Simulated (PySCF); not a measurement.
H6OSn2, SMILES [SnH3][O][SnH3].

Geometry: PBE-D3(BJ)/def2-SVP. The def2 effective core potentials stand for the cores of Sn; spin–orbit coupling is left out.

Computed with PBE-D3(BJ)/def2-SVP run with PySCF.

Frequencies are harmonic and unscaled.

```json
[
 {"mode": "1", "ν (cm⁻¹)": "26", "IR (km/mol)": "2.3", "moving atoms (share of kinetic energy)": "H 59 %, O 39 %"},
 {"mode": "2", "ν (cm⁻¹)": "38", "IR (km/mol)": "0.0", "moving atoms (share of kinetic energy)": "H 100 %"},
 {"mode": "3", "ν (cm⁻¹)": "76", "IR (km/mol)": "0.3", "moving atoms (share of kinetic energy)": "Sn 74 %, O 18 %, H 8 %"},
 {"mode": "4", "ν (cm⁻¹)": "376", "IR (km/mol)": "0.6", "moving atoms (share of kinetic energy)": "O 48 %, Sn 27 %, H 25 %"},
 {"mode": "5", "ν (cm⁻¹)": "467", "IR (km/mol)": "0.2", "moving atoms (share of kinetic energy)": "H 97 %"},
 {"mode": "6", "ν (cm⁻¹)": "468", "IR (km/mol)": "0.4", "moving atoms (share of kinetic energy)": "H 96 %"},
 {"mode": "7", "ν (cm⁻¹)": "493", "IR (km/mol)": "62.4", "moving atoms (share of kinetic energy)": "H 85 %, O 13 %"},
 {"mode": "8", "ν (cm⁻¹)": "526", "IR (km/mol)": "58.8", "moving atoms (share of kinetic energy)": "H 69 %, O 27 %"},
 {"mode": "9", "ν (cm⁻¹)": "641", "IR (km/mol)": "698.9", "moving atoms (share of kinetic energy)": "H 80 %, O 15 %"},
 {"mode": "10", "ν (cm⁻¹)": "669", "IR (km/mol)": "0.1", "moving atoms (share of kinetic energy)": "H 99 %"},
 {"mode": "11", "ν (cm⁻¹)": "673", "IR (km/mol)": "130.5", "moving atoms (share of kinetic energy)": "H 99 %"},
 {"mode": "12", "ν (cm⁻¹)": "674", "IR (km/mol)": "1.6", "moving atoms (share of kinetic energy)": "H 98 %"},
 {"mode": "13", "ν (cm⁻¹)": "677", "IR (km/mol)": "74.4", "moving atoms (share of kinetic energy)": "H 99 %"},
 {"mode": "14", "ν (cm⁻¹)": "705", "IR (km/mol)": "74.0", "moving atoms (share of kinetic energy)": "H 98 %"},
 {"mode": "15", "ν (cm⁻¹)": "760", "IR (km/mol)": "41.0", "moving atoms (share of kinetic energy)": "O 76 %, H 20 %"},
 {"mode": "16", "ν (cm⁻¹)": "1821", "IR (km/mol)": "61.3", "moving atoms (share of kinetic energy)": "H 100 %"},
 {"mode": "17", "ν (cm⁻¹)": "1832", "IR (km/mol)": "108.9", "moving atoms (share of kinetic energy)": "H 100 %"},
 {"mode": "18", "ν (cm⁻¹)": "1834", "IR (km/mol)": "0.3", "moving atoms (share of kinetic energy)": "H 99 %"},
 {"mode": "19", "ν (cm⁻¹)": "1841", "IR (km/mol)": "378.3", "moving atoms (share of kinetic energy)": "H 99 %"},
 {"mode": "20", "ν (cm⁻¹)": "1873", "IR (km/mol)": "120.4", "moving atoms (share of kinetic energy)": "H 99 %"},
 {"mode": "21", "ν (cm⁻¹)": "1876", "IR (km/mol)": "196.0", "moving atoms (share of kinetic energy)": "H 99 %"}
]
```
